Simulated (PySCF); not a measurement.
Simulation results for CH$_{3}$B$_{2}$Cl, AlClH$_{3}$NSi

All values are calculated (PySCF 2.14.0). Calculation on a computer-drawn molecule: optimised geometry and harmonic frequencies of an isolated molecule of the commonest isotopes, restricted reference for singlets and unrestricted otherwise, frozen core in MP2.

Common to all runs: charge 0; multiplicity 1; method HF; basis cc-pV(D+d)Z.

```json
{"entry": 1, "formula": "CH3B2Cl", "start_structure": {"atoms_angstrom": [["B", -1.3365, -0.6311, 1.9238], ["C", 0.0049, -1.2508, 1.4725], ["B", 1.1603, -0.4248, 1.5623], ["Cl", 2.3987, 0.6781, 1.6268], ["H", -1.3819, 0.5126, 2.2369], ["H", -2.2728, -1.3026, 1.8907], ["H", -0.0224, -2.2544, 1.2281]]}, "given": {"drawn_bonds_atom": [1, 2, 3, 1, 1, 2], "drawn_bonds_other_atom": [2, 3, 4, 5, 6, 7], "drawn_bonds_order": [1, 2, 1, 1, 1, 1]}, "results": {}}
{"entry": 2, "formula": "AlClH3NSi", "start_structure": {"atoms_angstrom": [["Si", 0.544, -1.2944, 0.5975], ["N", -0.1251, -0.8511, -0.9552], ["Al", 0.5239, -0.7797, -2.6239], ["Cl", 1.1269, -0.5356, -4.4653], ["H", 1.5471, -0.374, 1.0655], ["H", 1.1111, -2.6214, 0.5901], ["H", -0.5471, -1.1335, 1.5005]]}, "given": {"drawn_bonds_atom": [1, 2, 3, 1, 1, 1], "drawn_bonds_other_atom": [2, 3, 4, 5, 6, 7], "drawn_bonds_order": [1, 2, 1, 1, 1, 1]}, "results": {}}
```

Questions
1. What total energy does the calculation give for CH$_{3}$B$_{2}$Cl (entry 1)?
2. Estimate the rotational constants of CH$_{3}$B$_{2}$Cl (entry 1).
3. Give the missing rotational constants for AlClH$_{3}$NSi (entry 2).
4. What total energy does the calculation give for AlClH$_{3}$NSi (entry 2)?
5. Give the table of modes values for AlClH$_{3}$NSi (entry 2).

Calculated values
1. -548.4810 hartree
2. 27.23, 2.878, 2.603 GHz
3. 88.01, 0.992, 0.992 GHz
4. -1046.6133 hartree
5. 
Modes:
```csv
frequency (cm⁻¹),reduced mass (dalton)
71.89,5.574
71.91,5.575
175.9,16.69
175.9,16.69
399.2,14.66
731.3,14.64
781.4,1.198
781.4,1.198
1041,1.048
1041,1.048
1079,1.109
1414,13.7
2243,1.049
2243,1.049
2278,1.02
```

Further results for CH$_{3}$B$_{2}$Cl (entry 1):

* convergence status largest gradient component: 1.833e-05 hartree/bohr

Optimised structure:
```xyz
7
CH3B2Cl
B     -1.2484    -0.6259     1.8982
C      0.0126    -1.3696     1.4698
B      1.0346    -0.4344     1.5562
Cl     2.2036     0.7807     1.6967
H     -1.1771     0.5385     2.2146
H     -2.3253    -1.1570     1.9349
H      0.0503    -2.4052     1.1708
```

Modes:
```csv
frequency (cm⁻¹),reduced mass (dalton)
97.38,3.114
282.6,1.219
401,6.617
416.6,5.434
664.6,4.515
825.2,1.118
832.1,1.265
1050,1.37
1095,2.183
1184,1.555
1351,1.392
1676,8.858
2625,1.062
2708,1.116
3397,1.095
```

Further results for AlClH$_{3}$NSi (entry 2):

- convergence status largest gradient component: 3.611e-05 hartree/bohr

Optimised structure:
```xyz
7
AlClH3NSi
Si     0.5814    -1.2900     0.6057
N      0.6027    -1.0093    -1.0576
Al     0.6235    -0.7410    -2.6459
Cl     0.6501    -0.3978    -4.6780
H      1.5078    -0.3861     1.3419
H      0.9856    -2.6817     0.9479
H     -0.7703    -1.0838     1.1952
```
